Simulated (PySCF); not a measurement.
MoH₅ + Cl₂ → MoH₃ + 2 HCl

Level: PBE0 in the def2-TZVP basis family, computed in PySCF with density fitting; scalar-relativistic core potentials for atoms from Rb on, none lighter, no spin–orbit coupling; open shells unrestricted.

| species | state and structure | E (Eh) | ZPE (kJ/mol) | H(298 K) − H(0) (kJ/mol) | S° (J/(mol K)) |
| --- | --- | --- | --- | --- | --- |
| MoH₅ | doublet, Cs, Mo–H 1.644 Å (×2), Mo–H 1.674 Å (×2), Mo–H 1.701 Å; H–Mo–H 57.0°, H–Mo–H 69.1° (×2), H–Mo–H 113.4° (×2), H–Mo–H 115.5°, H–Mo–H 116.8° (×4) | -71.05718 | 90.6 | 12.1 | 258.7 |
| Cl₂ | singlet, D∞h, Cl–Cl 1.982 Å | -920.08940 | 3.5 | 9.1 | 222.5 |
| MoH₃ | quartet, C3v, Mo–H 1.695 Å (×3); H–Mo–H 107.4° (×3) | -69.87711 | 43.5 | 11.5 | 246.5 |
| HCl | singlet, C∞v, H–Cl 1.279 Å | -460.66440 | 17.9 | 8.7 | 186.6 |

**Question.** What is the electronic reaction energy?

**Answer.** At PBE0/def2-TZVP, ΔE = -155.8 kJ/mol from the differences of the total energies times 2625.5, downhill. 

**Question.** Add zero-point, thermal and entropy terms for 298.15 K and 1 bar.

**Answer.** ΔZPE = -14.8 and Δ[H(298) − H(0)] = 7.7 kJ/mol give ΔH° = -162.9 kJ/mol. ΔS° = 138.5 J/(mol K), so ΔG° = -162.9 − 298.15 × (0.1385) = -204 kJ/mol.

Open d or f shells are single determinants, so the state found may not be the ground state. The structures come from searches over a few start shapes, so lower isomers are not excluded.
